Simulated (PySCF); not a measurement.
Unknowns

Computational details: GIAO PBE0/pcSseg-1 shieldings, structure optimised with GFN2-xTB, in PySCF 2.14.0 with density-fitted response routines (no relativistic terms, rapidly exchanging positions averaged, gas phase, one computed conformer).

References, each an isolated molecule treated in the same way: $^{1}$H, $^{13}$C vs TMS. Splittings of carbon signals by F and P are missing where no couplings were computed. Where no couplings were computed, multiplicities follow the n + 1 count of equivalent neighbours, and m marks all less simple cases (inequivalent or close neighbours, rings, F or P nearby). Acid and N–H amide carbonyl carbons lie up to 10 ppm further downfield in solution (hydrogen bonding). Shifts are as computed. Against solution values, carbons near 30 ppm lie about +3 ppm off and those near 130 ppm about +5 ppm. Of 1211 compounds with measured shifts, 218 miss one by over three times the rms of a fit or turn the order of signals round; such compounds aren't used in these exercises. OH and NH positions are gas-phase values without hydrogen bonding to other molecules.

(1) C7H8O3. $^{1}$H NMR (500 MHz, computed): δ 7.59 (d, 1H), 6.93 (t, 1H), 5.51 (d, 1H), 4.96 (m, 2H), 3.88 (s, 3H). $^{13}$C{$^{1}$H} NMR (computed): δ 177.6 (C), 162.5 (CH), 136.5 (C), 136.1 (CH), 96.2 (CH), 73.2 (CH2), 56.5 (CH3). Give a structure.

(2) C6H3NO2. $^{1}$H NMR (400 MHz, computed): δ 6.87 (d, 1H), 6.50 (d, 1H), 6.33 (br s, 1H). $^{13}$C{$^{1}$H} NMR (computed): δ 168.8 (C), 146.2 (CH), 130.8 (CH), 111.2 (C), 94.3 (C), 79.8 (C). Identify the compound.

(3) C7H10NP. $^{1}$H NMR (500 MHz, computed): δ 10.61 (m, 1H), 9.41 (m, 1H), 9.18 (m, 1H), 2.65 (sept, 1H), 1.37 (d, 6H). $^{13}$C{$^{1}$H} NMR (computed): δ 189.0 (CH), 173.3 (CH), 151.1 (CH), 148.5 (C), 43.4 (CH), 26.8 (CH3). Identify the compound.

(4) C6H6O3. $^{1}$H NMR (600 MHz, computed): δ 6.92 (d, 1H), 6.71 (d, 1H), 5.01 (m, 1H), 1.62 (d, 3H). $^{13}$C{$^{1}$H} NMR (computed): δ 202.0 (C), 163.6 (C), 144.3 (CH), 143.2 (CH), 84.4 (CH), 26.3 (CH3). What is it?

## Answers

(1) `CO/C=C/C1=CCOC1=O`. Rings plus π bonds: 4 (1 ring in the answer). 7 carbon signals for 7 carbons: no two carbons are equivalent. Carbon types of the structure: 2 × C, 3 × CH, 1 × CH2, 1 × CH3, which accounts for all hydrogens. δC 177.6: ester carbonyl carbon; lone-pair donation from the attached heteroatom keeps it upfield of a ketone carbonyl. δC 162.5: alkene carbon bearing oxygen; an sp2 carbon further deshielded by the attached heteroatom. δC 136.5: α carbon of a C=C–C=O unit; as expected for a trigonal carbon in a double bond. δC 96.2: β carbon of an enol-ether or enamine type C=C; the O or N lone pair pushes π density onto this β carbon and shields it.

The data come from this structure; uniqueness wasn't tested.

(2) SMILES C(#CC#N)/C=C\C(=O)O. The formula gives 6 degrees of unsaturation (no ring in the answer). 6 carbon signals for 6 carbons: no two carbons are equivalent. Carbon types of the structure: 4 × C, 2 × CH, leaving 1 H on heteroatoms. δC 168.8: carboxylic acid carbon; it is a carbonyl in resonance with an O or N lone pair, the region of acids, esters and amides. δC 146.2: α carbon of a C=C–C=O unit; as expected for a trigonal carbon in a double bond. δC 130.8: β carbon of a C=C–C=O unit; conjugation with the carbonyl draws π density from the β position. δC 94.3, 79.8: alkyne carbon; the triple bond shields along its axis, which puts it between sp3 and sp2 carbons.

This is the structure that produced the data.

(3) `CC(C)c1cncpc1`. 6 carbon signals for 7 carbons: some carbons are equivalent by symmetry or fast rotation. Carbon types of the structure: 1 × C, 4 × CH, 2 × CH3, which accounts for all hydrogens. δC 189.0, 151.1: aromatic CH next to a ring nitrogen; the adjacent pyridine-type nitrogen withdraws density from it. δC 173.3: aromatic CH. δH 10.61, 9.18: hydrogen on an aromatic CH next to a ring nitrogen; ring current plus the neighbouring ring nitrogen. δH 9.41: hydrogen on an aromatic CH; the ring current deshields protons in the ring plane.

This is the structure that produced the data.

(4) SMILES O=C1[C@@H](C)OC(=O)C=C1. Rings plus π bonds: 4 (1 ring in the answer). 6 carbon signals for 6 carbons: no two carbons are equivalent. Carbon types of the structure: 2 × C, 3 × CH, 1 × CH3, which accounts for all hydrogens. δC 202.0: ketone carbonyl carbon; low-lying n→π* states of the double bond to the heteroatom give a large paramagnetic term (-266 ppm). δC 163.6: ester carbonyl carbon; lone-pair donation from the attached heteroatom keeps it upfield of a ketone carbonyl. δC 144.3, 143.2: β carbon of a C=C–C=O unit; conjugation with the carbonyl draws π density from the β position. δC 84.4: sp3 CH bonded to O, α to a carbonyl; pulled downfield by the heteroatom.

This is the structure that produced the data.
